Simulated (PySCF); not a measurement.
As (arsenic, neutral): UHF calculation

Configuration: [Ar] 3d10 4s2 4p3, high-spin 4S determinant. All numbers are calculated (PySCF 2.14, the spin-free X2C one-electron Hamiltonian (Gaussian nucleus), in aug-cc-pVQZ-DK (8s7p5d3f2g, 93 functions)).

| Quantity | Value |
| --- | --- |
| Total energy | -2259.019920 hartree |
| One-electron energy | -3146.3597 hartree |
| Hartree (Coulomb) energy | 970.1015 hartree |
| Exchange energy | -82.7617 hartree |
| ⟨S²⟩ | 3.7512 |
| ⟨L²⟩ | 0.000 |
| Sum of ⟨r⟩ | 24.65 bohr |
| Sum of ⟨r²⟩ | 40.64 bohr² |
| Langevin diamagnetic susceptibility | -32.2 ×10⁻⁶ cm³/mol |

```
shell  electrons  mean orbital energy (hartree)  rms radius, mean of both spins (bohr)
 1s α          1                     -438.93179                                 0.0524
 1s β          1                     -438.92440                                 0.0524
 2s α          1                      -57.77589                                  0.219
 2s β          1                      -57.77364                                  0.219
 2p α          3                      -50.49209                                  0.196
 2p β          3                      -50.48484                                  0.196
 3s α          1                       -8.28113                                  0.639
 3s β          1                       -8.26750                                  0.639
 3p α          3                       -5.94351                                  0.667
 3p β          3                       -5.92423                                  0.667
 3d α          5                       -2.07252                                  0.750
 3d β          5                       -2.06316                                  0.750
 4s α          1                       -0.83240                                   2.15
 4s β          1                       -0.57387                                   2.15
 4p α          3                       -0.36905                                   2.71
```

Densities and radii are taken from the X2C orbitals without a picture-change correction, which distorts them close to the nucleus.

Spin-orbit constants ζ (cm⁻¹) from the X2C one-electron operator on these orbitals: bare nucleus, nucleus screened by l(l+1)(2l+1)/3 electrons, and screened by the Breit-Pauli mean field of the electrons.

```csv
shell,bare,screened nucleus,mean field
2p,203400,191100,n/a
3p,27770,26080,n/a
3d,3199,2229,n/a
4p,1369,1286,n/a
```
